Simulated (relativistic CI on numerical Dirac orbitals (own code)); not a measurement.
Radial Dirac CI calculation of O⁴⁺.

Command:

```sh
python run_levels.py task.json out
```

Input:

```
atom O  Z=8  charge=4  electrons=4
nucleus A=16  rms_radius_fm=2.6991
hamiltonian dirac-coulomb  breit=on  qed=on  c_scale=1
orbitals kli  potential=per-configuration
slater_scale 1
correlation none
mixing on
grid step=0.0125 r_max=16.6
scf mixing=0.4 start=bare max_iterations=150 tolerance=2e-08 node_fill=0.05
configurations
  [He] 2s2
end
```

Output:

```
SCF 1: [He] 2s2
 iter      energy (Ha)   residual   last orbital (Ha)
    1       -67.486263   1.40e+00     -8.00853
    2       -68.020143   8.37e-01     -6.30268
    3       -68.312248   5.77e-02     -4.05876
    4       -68.313185   2.27e-02     -4.11370
    5       -68.313441   1.27e-04     -4.08618
    6       -68.313443   8.14e-06     -4.08653
    7       -68.313443   3.49e-06     -4.08651
    8       -68.313443   2.25e-08     -4.08651
    9       -68.313443   2.07e-08     -4.08651
   10       -68.313443   2.26e-10     -4.08651
orbital energies (Ha): 1s -23.4421  2s -4.0865
configuration averages (Ha): Dirac-Coulomb, Breit, QED
  2s2                            -68.313443    0.006831    0.004933
levels: no., configuration, term, J, E (cm-1), weight
   1 2s2                    1S   0                0.0  1.00
lowest total energy -68.301679 Ha
end: converged
```

Against the reference input this run has: start potential bare. The reference run ends at -68.301679 Ha with Breit and QED terms. The change (start potential bare) leaves the energy and the levels as they were.
